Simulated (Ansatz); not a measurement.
**CSeSi+: where a starting geometry ends**

The starting geometry of this gas-phase doublet was optimised with GFN2-xTB.

```xyz
3

C    -1.0090    0.7857    2.3992
Se   -0.9882   -2.2792    0.0145
Si   -1.0145   -0.5098    1.1938
```

Q: Where would you expect an optimisation with PBE-D3(BJ)/def2-SVP to take it?

A: A new bond forms, giving a structure given below by its coordinates. Distances that change by over a tenth: Se2–Si3 (2.13 → 2.52 Å). Contacts that close: C1–Se2 (3.88 → 1.77 Å).

The energy falls by 2.87 eV over 22 steps:

| step | E − E(last) (eV) |
| --- | --- |
| 1 | 2.867 |
| 3 | 2.726 |
| 6 | 2.678 |
| 8 | 2.605 |
| 10 | 2.545 |
| 13 | 2.543 |
| 15 | 2.542 |
| 17 | 0.680 |
| 20 | 0.000 |
| 22 | 0.000 |

Final geometry (Å):

```xyz
3

C    -0.9541   -0.4726    2.0643
Se   -0.9278   -1.9708    1.1230
Si   -1.1298    0.4402    0.4201
```

Frequencies at the end are all real (lowest 251 cm⁻¹). Open shells are spin-unrestricted. Run with Ansatz 0.2.0, 5.8 min on 1 thread of AMD EPYC (Zen 3), with other jobs on the host.
